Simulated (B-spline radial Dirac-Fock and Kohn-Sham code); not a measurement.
# Anomalous scattering factors of Al, 612.3 eV to 4.828 keV

Calculated with a radial B-spline solver, using the dispersion relation over Dirac-Hartree-Slater subshell photoionisation cross sections, with the Kissel-Pratt high-energy constant (isolated atom, no bound-bound lines or fine structure). The forward scattering factor is f₀ + f′ + i f″.

Edges near this range: K 1559.0 eV.

| hν (eV) | λ (Å) | f′ (e) | f″ (e) | tabulated f′ | tabulated f″ |
| --- | --- | --- | --- | --- | --- |
| 612.3 | 20.25 | -1.012 | 1.623 | – | 1.51 |
| 979.7 | 12.66 | -1.449 | 0.776 | – | 0.73 |
| 1000 | 12.40 | -1.481 | 0.751 | -1.45 | 0.70 |
| 1253.6 | 9.890 | -2.012 | 0.517 | -2.01 | 0.48 |
| 1486.9 | 8.338 | -3.437 | 0.388 | -3.60 | 0.36 |
| 1497 | 8.282 | -3.600 | 0.383 | -3.77 | 0.35 |
| 1640 | 7.560 | -2.848 | 4.005 | -2.68 | 3.98 |
| 1913 | 6.481 | -0.818 | 3.153 | -0.78 | 3.15 |
| 2000 | 6.199 | -0.561 | 2.944 | -0.53 | 2.90 |
| 2154 | 5.756 | -0.246 | 2.624 | -0.23 | 2.56 |
| 2303 | 5.384 | -0.045 | 2.362 | -0.04 | 2.30 |
| 2690 | 4.609 | 0.234 | 1.836 | 0.23 | 1.79 |
| 2747 | 4.513 | 0.257 | 1.774 | 0.26 | 1.73 |
| 2826 | 4.387 | 0.285 | 1.692 | 0.28 | 1.65 |
| 2984.4 | 4.154 | ? | ? | ? | ? |
| 3905 | 3.175 | 0.395 | 0.969 | 0.39 | 0.93 |
| 4000 | 3.100 | 0.394 | 0.929 | 0.39 | 0.89 |
| 4510.9 | 2.749 | 0.377 | 0.749 | 0.37 | 0.72 |
| 4664 | 2.658 | 0.371 | 0.705 | 0.37 | 0.67 |
| 4828 | 2.568 | 0.363 | 0.662 | 0.36 | 0.63 |

Q: What are f′ and f″ at Ag Lα (2984.4 eV)?

A: f′ = 0.328 and f″ = 1.544 electrons (tables: 0.32 and 1.51). By the optical theorem f″ corresponds to a photoabsorption cross section 2 rₑ λ f″ = 36200 b.

Tabulated f′: xraylib 4.2 anomalous scattering factors (Cullen et al., EPDL97); f″: Chantler's tables (J. Phys. Chem. Ref. Data 1995 and 2000). Both are theoretical tables.
